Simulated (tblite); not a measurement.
Compound: C5H12O2Si.
Atom-mapped SMILES: `[CH3:1][CH2:2][O:3][CH2:4][SiH:5]1[CH2:6][O:7][CH2:8]1` (hydrogens: H9, H10, H11 on C1; H12, H13 on C2; H14, H15 on C4; H16 on Si5; H17, H18 on C6; H19, H20 on C8)

Geometry (GFN2-xTB, Å), atoms numbered from 1 in this order:
```xyz
20
C5H12O2Si angstrom
C      3.0448    0.2310    0.8754
C      2.4299   -0.9164    0.0767
O      1.0206   -0.9681    0.1360
C      0.3526    0.0554   -0.5770
Si    -1.4777   -0.4590   -0.4708
C     -2.8365    0.7113   -1.1696
O     -3.4697    0.8350    0.1111
C     -2.5537    0.1693    0.9932
H      2.6552    0.2246    1.8904
H      2.8206    1.1920    0.4183
H      4.1240    0.1099    0.9107
H      2.7580   -1.8738    0.4904
H      2.7544   -0.8558   -0.9740
H      0.7090    0.0838   -1.6163
H      0.5506    1.0396   -0.1361
H     -1.6323   -1.8752   -0.8079
H     -3.5416    0.2935   -1.8904
H     -2.5250    1.6966   -1.5316
H     -2.1017    0.8923    1.6805
H     -3.0866   -0.5752    1.5880
```

Level: GFN2-xTB in tblite, geometry and Hessian alike; calculated harmonic values, unscaled, isolated species. Errors from tens to a few hundred cm⁻¹ against measured bands are possible. Modes of hydrogen on silicon can be 10 to 20 % off. One conformer, not necessarily the lowest.

Harmonic wavenumbers (cm⁻¹): 32.9, 35.1, 63.3, 98.6, 129.1, 176.8, 204.9, 219.0, 316.6, 447.8, 512.9, 529.1, 634.7, 679.5, 705.5, 742.3, 763.6, 805.9, 823.4, 847.2, 908.8, 971.0, 1018.0, 1030.9, 1075.6, 1113.8, 1130.3, 1141.2, 1156.2, 1185.3, 1212.9, 1218.7, 1253.2, 1298.7, 1338.5, 1398.1, 1462.6, 1465.9, 1472.3, 1475.3, 1489.8, 1497.4, 2254.2, 2855.4, 2857.8, 2892.9, 2896.1, 2899.5, 2944.5, 2949.0, 2965.1, 3036.6, 3045.3, 3047.9.

A = 4673, B = 683.2, C = 663.2 MHz; mass 132.061 u (most abundant isotopes); point group C1, symmetry number 1.

Question: Zero-point energy?

Answer: ½Σν̃ = 35364 cm⁻¹ = 101.11 kcal/mol.

Question: Entropy at 400 K, 1 bar (ideal gas, RRHO, classical rotation)?

Answer: Translation 42.03, rotation 30.28, vibration 45.49: S = 117.8 cal/(mol K).

Question: And Cp and H(400 K) − H(0)?

Answer: Cp = 49.78 cal/(mol K), of which vibrations give 41.83 (their classical limit is 54 R = 107.3); H(400 K) − H(0) = 11.87 kcal/mol without the zero-point energy, 8.69 from vibrations.

Question: How do the functions run with temperature in this model?

Answer: 
```json
{"T (K)": "100", "S (cal/(mol K))": "74.4", "Cp (cal/(mol K))": "20.8", "H − H(0) (kcal/mol)": "1.50", "G − H(0) (kcal/mol)": "-5.94", "ln q(vib)": "3.05"}
{"T (K)": "200", "S (cal/(mol K))": "91.3", "Cp (cal/(mol K))": "29.2", "H − H(0) (kcal/mol)": "3.99", "G − H(0) (kcal/mol)": "-14.28", "ln q(vib)": "6.31"}
{"T (K)": "300", "S (cal/(mol K))": "105.0", "Cp (cal/(mol K))": "39.4", "H − H(0) (kcal/mol)": "7.40", "G − H(0) (kcal/mol)": "-24.11", "ln q(vib)": "9.20"}
{"T (K)": "500", "S (cal/(mol K))": "129.9", "Cp (cal/(mol K))": "58.8", "H − H(0) (kcal/mol)": "17.31", "G − H(0) (kcal/mol)": "-47.65", "ln q(vib)": "14.67"}
{"T (K)": "800", "S (cal/(mol K))": "162.1", "Cp (cal/(mol K))": "78.0", "H − H(0) (kcal/mol)": "38.08", "G − H(0) (kcal/mol)": "-91.60", "ln q(vib)": "22.46"}
{"T (K)": "1000", "S (cal/(mol K))": "180.4", "Cp (cal/(mol K))": "86.3", "H − H(0) (kcal/mol)": "54.55", "G − H(0) (kcal/mol)": "-125.90", "ln q(vib)": "27.30"}
```

q(vib) and H(0) count from the zero-point level.

Question: Blend soft modes into free rotors: weight 1/[1 + (100 cm⁻¹/ν̃)⁴] for the oscillator and the rest for a rotor with moment μB/(μ + B), μ = h/(8π²ν), B = 10⁻⁴⁴ kg m². What vibrational entropy results?

Answer: 39.83 cal/(mol K) in place of 45.49, which changes −T·S at 400 K by +2.26 kcal/mol.

Question: What must be added to the electronic energy to get the Gibbs energy at 400 K and 1 bar?

Answer: ZPE + [H(400 K) − H(0)] − T·S = 101.11 + 11.87 − 47.12 = 65.86 kcal/mol.

Question: Which modes carry the vibrational entropy at 400 K?

Answer: 32.9 cm⁻¹: 6.23; 35.1 cm⁻¹: 6.10; 63.3 cm⁻¹: 4.93; 98.6 cm⁻¹: 4.06; 129.1 cm⁻¹: 3.53; 176.8 cm⁻¹: 2.92 cal/(mol K); the other 48 give 17.72 together.

Hindered rotation and anharmonicity are outside this model. Other conformers, if any are populated, would add a mixing term that is left out. The structure is chiral; the term R ln 2 for an equal mix with its mirror image is left out.
